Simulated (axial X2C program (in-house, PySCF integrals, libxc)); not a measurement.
# HNbH⁺: the levels of the configuration d2 s0 p(π)0

Calculated with an axial X2C code built on PySCF integrals: two-component X2C with atomic mean-field Coulomb and Gaunt terms, basis H dyall-v3z, Nb dyall-v3z (cores contracted in-house). Orbitals come from Hartree–Fock averaged over the configuration Nb d2 s0 p(π)0; CI then distributes these electrons over the d, s, p(π) shells of Nb.

H–Nb–H held linear, both bonds 1.853 Å (near the minimum of the configuration average).

Active spinors (ω > 0):

| shell | ω | ε (eV) | character |
| --- | --- | --- | --- |
| d | 3/2 | -8.62 | 100% Nb d |
| d | 5/2 | -8.52 | 100% Nb d |
| d | 1/2 | -8.22 | 56% Nb d, 34% Nb s, 10% H s |
| d | 1/2 | -7.93 | 95% Nb d |
| d | 3/2 | -7.88 | 96% Nb d |
| s | 1/2 | -2.17 | 89% Nb s, 7% Nb d |
| p(π) | 1/2 | -4.13 | 97% Nb p |
| p(π) | 3/2 | -4.06 | 97% Nb p |

Lowest levels of this model:

```
Ω  energy (cm⁻¹)    g∥  configuration
0              0  0.00        100% d2
2            132  2.00        100% d2
1            196  3.97        100% d2
3            890  6.00        100% d2
4           1606  9.99        100% d2
0           3834  0.00        100% d2
0           3939  0.00        100% d2
1           3970  1.99        100% d2
2           4267  5.97        100% d2
0           6735  0.00        100% d2
1           7054  0.11        100% d2
2           7624  4.03        100% d2
4           7756  8.02        100% d2
3           8116  8.00        100% d2
1           8892  1.98        100% d2
0          11940  0.00        100% d2
1          12036  3.94        100% d2
3          14830  6.00        100% d2
0          19212  0.00        100% d2
0          19222  0.00        100% d2
2          19384  4.65        100% d2
1          19507  2.00        100% d2
2          19672  5.17        100% d2
2          21789  4.18        100% d2
```

g∥ is the magnitude of 2⟨Lz + ge Sz⟩ for the +Ω component.

This point took 0.66 s on 1 thread of Arm Neoverse V1 (shared host).

Dynamic correlation is missing, so gaps between terms are too wide and other configurations may lie lower; the lowest level listed is that of this model, not necessarily the ground state. For d shells the ligand-field splittings (σ, π, δ) and their order can be off by a thousand cm⁻¹ or more. At most 6 roots were kept for each Ω > 0 (twice that for Ω = 0) within 3.2 eV of the lowest, so higher up levels can be missing between those listed; levels with Ω > 0 are doubly degenerate and listed once, Ω = 0 levels singly. Some active spinors are only partly of the character that their shell is named for, so the shell names and counts are nominal. States that fill the shells left empty in the average are placed too high. The molecule was held linear; bending was not examined.
